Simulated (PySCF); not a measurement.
SMILES [SiH3][SiH2][SiH2][SiH2][SiH3] (H12Si5), GFN2-xTB optimised geometry.

```
17

Si     3.84    -1.73     0.02
Si     1.53    -1.82     0.04
Si     0.36     0.19     0.00
Si    -1.96     0.19     0.00
Si    -3.04     2.23     0.00
H      4.36    -1.00     1.18
H      4.51    -3.04     0.04
H      4.34    -1.04    -1.17
H      1.06    -2.65    -1.09
H      1.08    -2.59     1.21
H      0.82     1.01     1.14
H      0.82     0.96    -1.17
H     -2.42    -0.61    -1.15
H     -2.42    -0.61     1.15
H     -2.69     3.03     1.18
H     -2.67     3.04    -1.17
H     -4.51     2.15    -0.02
```

Density from CAM-B3LYP/def2-SVP (PySCF) at that geometry.

Minimum of the electron density along straight lines between bonded atoms, close to the bond critical point (lines longer than 1.1 times the sum of covalent radii, or with two minima, are not listed):

```
bond     length / Å  ρ at the minimum / e bohr⁻³  ∇²ρ there / e bohr⁻⁵  position (fraction from the first atom)
-------  ----------  ---------------------------  --------------------  ---------------------------------------
Si1–H6        1.466                        0.116                  0.33                                     0.49
Si1–H7        1.466                        0.116                  0.33                                     0.49
Si1–H8        1.466                        0.116                  0.33                                     0.49
Si2–H9        1.474                        0.114                  0.33                                     0.49
Si2–H10       1.474                        0.114                  0.33                                     0.49
Si3–H11       1.475                        0.114                  0.33                                     0.49
Si3–H12       1.475                        0.114                  0.33                                     0.49
Si4–H13       1.474                        0.114                  0.33                                     0.49
Si4–H14       1.474                        0.114                  0.33                                     0.49
Si5–H15       1.466                        0.116                  0.33                                     0.49
Si5–H16       1.466                        0.116                  0.33                                     0.49
Si5–H17       1.466                        0.116                  0.33                                     0.49
```
